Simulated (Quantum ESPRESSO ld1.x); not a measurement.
Values are calculated unless marked as measured or tabulated.
Orbital energies (hartree) of neutral lithium, [He] 2s1: non-relativistic, with first-order perturbation theory as ld1.x prints it (mass-velocity, Darwin and spin-orbit terms), and from the self-consistent Dirac equation with open shells shared by 2j + 1. Spin-unpolarised spherical Kohn-Sham, LDA (Slater exchange, VWN5 correlation), point nucleus, ld1.x of Quantum ESPRESSO 7.5.

orbital        non-rel.  first order    Dirac
1s1/2           -1.8786      -1.8789  -1.8787
2s1/2           -0.1055      -0.1056  -0.1055
2p1/2 (empty)   -0.0414      -0.0414  -0.0413
2p3/2 (empty)   -0.0414      -0.0414  -0.0413

First order keeps the non-relativistic potential frozen, so it lacks the indirect effect: the contracted s and p shells screen the nucleus better and push d and f levels up in the self-consistent Dirac solution.
